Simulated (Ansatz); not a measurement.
`[Cu][S]c1ccc(C#Cc2ccc(C#Cc3ccccc3)cc2)cc1` with charge +1. The state is a doublet with charge 1. Geometry PBE-D4/def2-SVP; atoms count from 1.

```csv
atom,x (Å),y (Å),z (Å)
Cu1,-2.691,9.784,3.120
S2,-3.499,8.091,4.148
C3,-2.844,6.700,3.332
C4,-3.239,5.417,3.819
C5,-2.761,4.258,3.228
C6,-1.859,4.321,2.120
C7,-1.370,3.148,1.525
C8,-0.939,2.105,1.008
C9,-0.448,0.922,0.433
C10,0.461,0.969,-0.669
C11,0.950,-0.199,-1.230
C12,0.557,-1.474,-0.716
C13,1.060,-2.660,-1.279
C14,1.510,-3.706,-1.768
C15,2.026,-4.898,-2.322
C16,1.676,-6.161,-1.763
C17,2.194,-7.335,-2.312
C18,3.061,-7.274,-3.421
C19,3.413,-6.031,-3.983
C20,2.905,-4.849,-3.443
C21,-0.356,-1.521,0.383
C22,-0.847,-0.353,0.944
C23,-1.465,5.607,1.634
C24,-1.947,6.763,2.227
H25,-3.932,5.356,4.672
H26,-3.071,3.275,3.610
H27,0.769,1.948,-1.065
H28,1.650,-0.160,-2.076
H29,0.998,-6.196,-0.898
H30,1.924,-8.309,-1.878
H31,3.466,-8.202,-3.850
H32,4.090,-5.991,-4.849
H33,3.173,-3.872,-3.873
H34,-0.663,-2.499,0.779
H35,-1.548,-0.393,1.789
H36,-0.773,5.669,0.781
H37,-1.635,7.750,1.844
```

Single mean-field runs in def2-TZVP are fitted with def2-universal-jkfit.

**Question.** Estimate the Mulliken populations of the heavy atoms from the PBE0/def2-TZVP orbitals of Ansatz.

**Answer.** 
| atom | charge (e) | spin (α − β) | d electrons |
| --- | --- | --- | --- |
| Cu1 | 0.39 | 0.00 | 9.90 |
| S2 | -0.15 | 0.23 | – |
| C3 | 0.19 | 0.07 | – |
| C4 | -0.19 | 0.02 | – |
| C5 | -0.16 | 0.00 | – |
| C6 | 0.04 | 0.10 | – |
| C7 | 0.16 | 0.04 | – |
| C8 | 0.12 | 0.10 | – |
| C9 | 0.03 | 0.05 | – |
| C10 | -0.17 | 0.04 | – |
| C11 | -0.17 | -0.02 | – |
| C12 | 0.04 | 0.12 | – |
| C13 | 0.08 | -0.03 | – |
| C14 | 0.19 | 0.13 | – |
| C15 | 0.02 | -0.01 | – |
| C16 | -0.17 | 0.05 | – |
| C17 | -0.14 | -0.03 | – |
| C18 | -0.07 | 0.08 | – |
| C19 | -0.14 | -0.03 | – |
| C20 | -0.17 | 0.05 | – |
| C21 | -0.18 | -0.02 | – |
| C22 | -0.17 | 0.04 | – |
| C23 | -0.17 | 0.01 | – |
| C24 | -0.13 | 0.02 | – |
Mulliken values depend strongly on the basis.

**Question.** Where does the spin sit?

**Answer.** Summed by element: Cu 0.00, S 0.23, C 0.78, H -0.02, of 1 unpaired in all. Largest on single atoms: S2 0.23, C14 0.13, C12 0.12.

**Question.** And the Mayer bond orders between heavy atoms (over 0.3)?

**Answer.** Cu1–S2 1.00 (2.14 Å); S2–C3 1.27 (1.74 Å); C3–C4 1.27 (1.43 Å); C3–C24 1.20 (1.43 Å); C4–C5 1.55 (1.39 Å); C5–C6 1.26 (1.43 Å); C6–C7 1.16 (1.40 Å); C6–C23 1.26 (1.43 Å); C7–C8 2.47 (1.24 Å); C8–C9 1.20 (1.40 Å); C9–C10 1.25 (1.43 Å); C9–C22 1.25 (1.43 Å); C10–C11 1.51 (1.39 Å); C11–C12 1.27 (1.43 Å); C12–C13 1.18 (1.41 Å); C12–C21 1.27 (1.43 Å); C13–C14 2.52 (1.24 Å); C14–C15 1.10 (1.41 Å); C15–C16 1.32 (1.43 Å); C15–C20 1.32 (1.43 Å); C16–C17 1.48 (1.40 Å); C17–C18 1.39 (1.41 Å); C18–C19 1.39 (1.41 Å); C19–C20 1.48 (1.40 Å); C21–C22 1.51 (1.39 Å); C23–C24 1.56 (1.39 Å).
